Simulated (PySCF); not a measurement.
## Simulated absorption spectrum

Compound: C7H8NOP.
SMILES: `CC(C)C1=PC(C#N)=CO1`

Computed, not measured: TDDFT CAM-B3LYP/def2-SVPD, vertical, gas phase, core orbitals frozen in the response in PySCF. One conformer (not necessarily the lowest) at the PBE0-D3(BJ)/def2-SVP geometry, without solvent, vibrations or thermal averaging. Torsions of this conformer, `[CH3:1][CH:2]([CH3:3])[c:4]1[o:5][cH:6][c:7]([C:8]#[N:9])[p:10]1`: C1–C2–C4–O5 -174°.

Each state is given a Gaussian of 0.25 eV full width at half maximum, with ε(max) = 2.175×10⁸ f / Δν̃ (Δν̃ the width in cm⁻¹). The width is an assumption, not a result. The curve ends short of the highest state used, and states not computed would add to its high-energy end.

```
λ (nm)  ε (L mol⁻¹ cm⁻¹)
 193.8             23884
 195.7             18232
 197.7             16366
 199.6             18486
 201.5             19417
 203.5             15936
 205.4             10124
 207.4              4792
 209.3              1854
 211.3               543
 213.2               152
 215.2               100
 217.1               271
 219.0               780
 221.0              1959
 222.9              3944
 224.9              7009
 226.8             10526
 228.8             14026
 230.7             16087
 232.7             16036
 234.6             13848
 236.5             10384
 238.5              6592
 240.4              3720
 242.4              1765
 244.3               762
 246.3               276
 248.2                93
 250.1                28
```

Question: Where are the band maxima, and which computed states make them?

Answer: 232 nm (5.35 eV), ε about 16000, made up of S1 (83%) and S2 (17%); 201 nm (6.17 eV), ε about 20000, made up of S4 (94%) (ε in L mol⁻¹ cm⁻¹; maxima over ε = 5, shares over 10%). At its high-energy end, 6.40 eV, the curve is still rising (ε about 24000, from S7). The states used: S1 5.33 eV (f 0.129); S2 5.46 eV (f 0.040); S3 6.07 eV (f 0.0076); S4 6.16 eV (f 0.170); S5 6.26 eV (f 0.0007); S6 6.39 eV (f 0.0008); S7 6.46 eV (f 0.244); S8 6.72 eV (f 0.0018); S9 6.79 eV (f 0.0096); S10 7.00 eV (f 0.0022).

Question: What would ε be at 6.17 eV, the highest of these maxima, with half the width (0.125 eV)?

Answer: About 36400 L mol⁻¹ cm⁻¹ against 19500, a factor of about 1.9; a lone state at its own centre would give exactly 2.

Question: On this curve, what absorbance would a 10⁻³ mol/L sample give at 222 nm over a 1 cm path?

Answer: 222 nm is 5.585 eV, where ε is about 2900 L mol⁻¹ cm⁻¹, so A = ε c l ≈ 2.9 (Beer–Lambert, with the gas-phase spectrum and the assumed width).

Question: Coming from long wavelengths, where does ε first pass 100 L mol⁻¹ cm⁻¹?

Answer: At about 248 nm (5.00 eV), 0.33 eV below S1.

The vertical ionisation energy (ΔSCF) is 9.09 eV, 2.10 eV above S10.
